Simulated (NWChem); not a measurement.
System: Se anion, doublet

Program: NWChem. Spin-unrestricted. The open p shell is one determinant without spherical averaging. Sets without diffuse functions describe the anion's extra electron poorly. No stability test was run on the SCF state. The highest occupied level is positive in some or all of these runs, so the extra electron may be held by the finite basis. Total energies compare along this basis series because the functional is fixed.

```
level             basis functions  energy (Ha)  highest occupied level (eV)  lowest empty minus highest occupied level, either spin (eV)   <S²>
----------------  ---------------  -----------  ---------------------------  -----------------------------------------------------------  -----
PBE0/pcseg-1                   27   -2400.9847                         1.32                                                         2.34  0.752
PBE0/aug-pcseg-1               36   -2401.0093                         0.03                                                         2.21  0.753
PBE0/pcseg-2                   43   -2401.3171                         0.44                                                         2.37  0.753
PBE0/STO-3G                    18   -2374.4635                         7.36                                                         2.56  0.750
PBE0/def2-SVP                  32   -2400.9604                         1.51                                                         2.36  0.752
```
